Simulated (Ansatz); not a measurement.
Calculated with Ansatz (gas phase, PBE0-D4/def2-TZVP geometries, no zero-point term in ΔE). CBS: MP2 limit from def2 TZ/QZ plus the TZ coupled-cluster correction, frozen cores. DFT in def2-TZVPP. For Se outer-core shells are correlated without core-valence functions, which leaves a few kJ/mol of doubt a bond. Scalar relativity is left out up to krypton. Each species was taken in one conformer, which may not be the lowest.

`C[SiH2][NH][AlH2]` + `N=C[SeH]` → `[AlH2]/[N]=C\[SeH]` + `C[SiH2]N`  (ligand exchange at the Al–N bond)

```json
{"level": "r2SCAN", "ΔE (kcal/mol)": "1.0"}
{"level": "HF/def2-TZVPP", "ΔE (kcal/mol)": "2.4"}
{"level": "MP2/def2-TZVPP", "ΔE (kcal/mol)": "2.7"}
{"level": "CCSD/def2-TZVPP", "ΔE (kcal/mol)": "3.7"}
```

**Question.** What does CCSD(T)/CBS give? (An estimate is asked.)

**Answer.** The calculation gave: +3.2 kcal/mol. The listed levels differ from it by -2.2, -0.8, -0.5, 0.5 kcal/mol.

Largest T1 diagnostic among the species: 0.013.

From PBE to PBE0 (25 % exact exchange), in def2-TZVPP and without D4, ΔE moves by +0.9 kcal/mol.
